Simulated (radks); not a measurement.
Spherical quantum dot in the effective-mass picture: electrons in a parabolic well V = omega^2 r^2 / 2 with omega = 4.15, with a point charge +1 (a donor) at the centre, all in effective atomic units (hartree* = m*/eps^2 hartree, bohr* = eps/m* bohr), one dielectric constant everywhere. Method: non-relativistic Kohn-Sham, LDA (Slater exchange, Perdew-Wang correlation), spin-polarised, spherical densities; computed with a radial shooting solver with Libxc functionals. Levels are named by radial order and angular momentum (1s, 1p, 1d, 2s, ...), and open shells are averaged over m. Results are scaled to m* = 0.403 and eps = 9.9, for which hartree* = 111.9 meV and bohr* = 1.3 nm.

N = 8, configuration 1s2 1p6. This is the lowest configuration that the search found. Occupied and some empty levels:

| level | occupation | eigenvalue (meV) | <r> (nm) |
|---|---|---|---|
| 1s | 2 | 1503.3 | 0.7423 |
| 1p | 6 | 1932.9 | 1.029 |
| 2s | 0 | 2300.2 | 1.109 |
| 1d | 0 | 2337.6 | 1.226 |
| 1f | 0 | 2748.7 | 1.386 |

Energy (meV): total 10506.4, kinetic 3690.8, external 3273.0, Hartree 4354.1, exchange-correlation -811.50.
